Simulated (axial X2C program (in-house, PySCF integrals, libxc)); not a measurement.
**Worked dissociation energy of CrSi⁺: CCSD(T), spin-free**

Computed with an axial X2C code built on PySCF integrals. Spin-free means the one-electron spin-free X2C Hamiltonian. Basis: Cr dyall-cv3z [9s10p6d3f2g], Si dyall-v3z [8s7p2d1f] (cores contracted in-house); Gaussian nuclei, density fitting, unrestricted open shells. Masses: Cr 51.941 u, Si 27.977 u.

Molecular state: M_S = 5/2, Λ = 0 (beyond evenly filled blocks: σα, π+α, π-α, δ+α, δ-α).

Correlated methods: 9 electrons correlated (number of frozen shells: Cr 3 s, 2 p; Si 2 s, 1 p), 235 virtual spin orbitals or spinors in MP2, 90 natural virtuals in coupled cluster.

| Quantity | Value |
| --- | --- |
| E(Cr+) (2M_S = 5, M_L = 0) | -1049.538773 hartree |
| E(Si) (2M_S = 2, M_L = 0) | -289.540528 hartree |
| E(CrSi⁺) at Re | -1339.124347 hartree |
| ωe | 290.4 cm⁻¹ |
| ωexe | 2.12 cm⁻¹ |

**Question.** Work out De and D0.

**Answer.** De = -1049.538773 + (-289.540528) − (-1339.124347) = 0.04505 hartree = 1.226 eV. The zero-point energy is ωe/2 − ωexe/4 = 145 cm⁻¹ = 0.018 eV, so D0 = 1.208 eV.

One determinant describes the state; a PBE0 search over occupations chose it and may have missed a lower one. Dissociation energies refer to the lowest single-determinant-based atoms at the same level and basis. CCSD and (T) use frozen natural virtuals with an MP2 correction for the truncation; (T) itself is uncorrected, so its De runs slightly low. Other states lie close and PBE0, whose exact exchange favours high spin, may order them wrongly; the determinant shown need not be the ground state. The nearest other spin-free determinant of the search, M_S = 7/2, Λ = 1, lies 0.14 eV up at the distance of the search. The T1 diagnostic is large, a sign of multireference character.

The levels of this run spread widely (ωe from 253 to 320 cm⁻¹), so these constants depend on the method.

Each atomic determinant is the lowest at this level and need not be a pure term. Totals compare only within one Hamiltonian and basis.
